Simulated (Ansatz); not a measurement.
`C[BH][GaH2]` + `[NH2][Al]([F])[F]` → `[BH2][GaH2]` + `C[NH][Al]([F])[F]` at 298.15 K and 1 bar (redistribution).

Program: Ansatz. Geometries: PBE0-D4/def2-TZVP. ΔE: electronic, gas phase. CCSD(T)/CBS is the MP2 limit (def2-TZVPP, def2-QZVPP) plus CCSD(T) − MP2 in def2-TZVPP, frozen cores. This one scheme is used for every species. For Ga outer-core shells are correlated without core-valence functions, which leaves a few kJ/mol of doubt a bond. Scalar relativity is left out up to krypton. Each species was taken in one conformer, which may not be the lowest.

```json
{"species": "`C[BH][GaH2]`", "CCSD(T)/CBS energy (Eh)": "-1990.35208", "H − E (kJ/mol)": "178.2", "S (J/(mol·K))": "318.9"}
{"species": "`[NH2][Al]([F])[F]`", "CCSD(T)/CBS energy (Eh)": "-497.71159", "H − E (kJ/mol)": "98.0", "S (J/(mol·K))": "299.0"}
{"species": "`[BH2][GaH2]`", "CCSD(T)/CBS energy (Eh)": "-1951.07352", "H − E (kJ/mol)": "98.4", "S (J/(mol·K))": "269.2"}
{"species": "`C[NH][Al]([F])[F]`", "CCSD(T)/CBS energy (Eh)": "-536.95512", "H − E (kJ/mol)": "177.5", "S (J/(mol·K))": "340.0"}
```

H − E and S are ideal-gas, rigid-rotor, harmonic terms from PBE0-D4/def2-TZVP, for one conformer and one mirror image of each species. 1 Eh = 2625.50 kJ/mol, R = 8.31446 J/(mol·K).

By hand: ΔE, ΔH, ΔS and ΔG.

ΔE = (-1951.07352) + (-536.95512) − (-1990.35208) − (-497.71159) = 0.03503 Eh = 92.0 kJ/mol. Δ(H − E) = 98.4 + 177.5 − 178.2 − 98.0 = -0.3, so ΔH = 91.7 kJ/mol. ΔS = 269.2 + 340.0 − 318.9 − 299.0 = -8.7 J/(mol·K). ΔG = 91.7 − 298.15 × (-8.7)/1000 = 94.3 kJ/mol.

By hand: the equilibrium constant, and the temperature at which ΔG would vanish if ΔH and ΔS stayed fixed.

log₁₀ K = −ΔG/(RT ln 10) = -16.5. ΔH and −TΔS have one sign here, so there is no such temperature.

The number of gas molecules stays the same, so ΔS is small and ΔH decides. A doubt of 5 kJ/mol in ΔE shifts log₁₀ K by 0.9 here. Other conformers and mirror images would add mixing entropy, several J/(mol·K) or more a flexible species. These are equilibria of isolated gas molecules and say nothing of rates. Largest T1 diagnostic: 0.014 (customary marks: 0.02 for closed shells, 0.045 for open ones).

ΔS is within the doubt of such terms, so its sign, and with it that verdict, could turn.
